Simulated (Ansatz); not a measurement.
AsMe2H (C2H7As). Charge 0, multiplicity 1. Geometry PBE-D4/def2-SVP, basis def2-TZVP, Ansatz.

```xyz
10

As   -0.023    0.753   -0.919
C    -1.123   -0.858   -0.521
H    -1.952   -0.562    0.152
H    -0.533   -1.662   -0.041
H    -1.563   -1.239   -1.464
C     0.893    0.869    0.846
H     1.734    1.586    0.772
H     1.276   -0.112    1.186
H     0.173    1.258    1.593
H     1.117   -0.034   -1.604
```

```
run  HOMO (eV)  LUMO (eV)
  A      -9.33       3.34
  B      -6.07      -0.08
  C      -8.16       1.47
  D      -6.01       0.18
  E      -9.13       2.52
  F      -6.41       0.45
```

**Question.** The runs used B97M-V, CAM-B3LYP, HF, r2SCAN, r2SCANh, ωB97X-V. Estimate which is which.

**Answer.** A HF (100 % exact exchange); B B97M-V (0 % exact exchange); C CAM-B3LYP (range-separated); D r2SCAN (0 % exact exchange); E ωB97X-V (range-separated); F r2SCANh (10 % exact exchange). Exact exchange lowers occupied and raises empty levels; among semilocal functionals meta-GGAs tend to open the gap a little, and such runs are hard to tell apart. The gap grows from 5.99 eV (B97M-V) to 12.67 eV (HF).
